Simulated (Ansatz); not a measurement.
Other settings, tried on SiCl₄.

```yaml
crystal:
  periodic: [false, false, false]
  atoms:
    - {symbol: Si, position_ang: [0.000691, -0.000447, -0.000119]}
    - {symbol: Cl, position_ang: [0.009906, -0.017511, 2.051691]}
    - {symbol: Cl, position_ang: [1.931630, 0.010971, -0.694257]}
    - {symbol: Cl, position_ang: [-0.974655, 1.678331, -0.663807]}
    - {symbol: Cl, position_ang: [-0.967572, -1.671353, -0.693498]}
basis:
  gaussian: {orbitals: cc-pVTZ-DK}
hamiltonian: {xc: {name: HF}}
correlation: {method: rpa}
scf: {lower_state_search: light}
```

```sh
$ ansatz run in.yaml --threads 2 --pin off --events-out ev --progress --plain --max-ram 4352MiB
```

It prints (some lines left out):

```
Functional definition: HF
1024 factors; integrals over basis functions are off by at most 8.6e-4 eV
mean field evaluation 1: about -58052.4815 eV, gradient 2.4e1 eV
mean field evaluation 2: about -58052.9367 eV, gradient 2.6e1 eV
mean field evaluation 4: about -58054.8492 eV, gradient 2.1e0 eV
mean field evaluation 8: about -58054.9032 eV, gradient 7.5e-2 eV
mean field evaluation 16: about -58054.9032 eV, gradient 1.2e-6 eV
mean field -58054.90323589 eV, -2133.4783428922 hartree, gradient 1.2e-6 eV, S^2 0.000000; 0 other end points of the search recorded, 0 dependent functions left out
25 core orbitals not correlated: weight in the atoms' cores, before any rotation towards them, 1.000 or more for the frozen orbitals, at most 0.000 for the correlated occupied ones
reference -58054.90323589 eV, -2133.4783428922 hartree; 16, 16 occupied and 129, 129 virtual orbitals, 1024 factors
Total energy: -58082.02234654 eV, -2134.4749518266 hartree
Relativity: scalar
```

Hardware: 2 threads of Arm Neoverse V1 on a shared host. Wall time 3.5 s.

DK, ANO-RCC and x2c sets are all-electron and run with scalar relativity unless a key says otherwise. Correlated methods freeze 25 core orbitals.
